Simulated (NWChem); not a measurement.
Species: CHCl2 cation

```xyz
4

Cl     1.4473     0.0000    -0.1573
C      0.0000     0.0000     0.6077
Cl    -1.4473     0.0000    -0.1573
H      0.0000     0.0000     1.7003
```
Atoms are numbered in this order, from 1.

Program: NWChem. Pople sets run with spherical d functions. All runs use the structure optimised with B3LYP/6-31G* (spherical d). Vertical excitations in the gas phase; the lowest state need not have the same character in each row.

Among these, which level gives the lowest value of “lowest excitation, singlet (eV)”?
A. BHandHLYP/6-31+G*, full TDDFT
B. PBE/6-31+G*, full TDDFT
C. CAM-B3LYP/6-31+G*, full TDDFT
D. B3LYP/6-31+G*, full TDDFT

B, PBE/6-31+G*, full TDDFT. Values: PBE/6-31+G*, full TDDFT 3.69; B3LYP/6-31+G*, full TDDFT 3.96; CAM-B3LYP/6-31+G*, full TDDFT 4.12; BHandHLYP/6-31+G*, full TDDFT 4.45
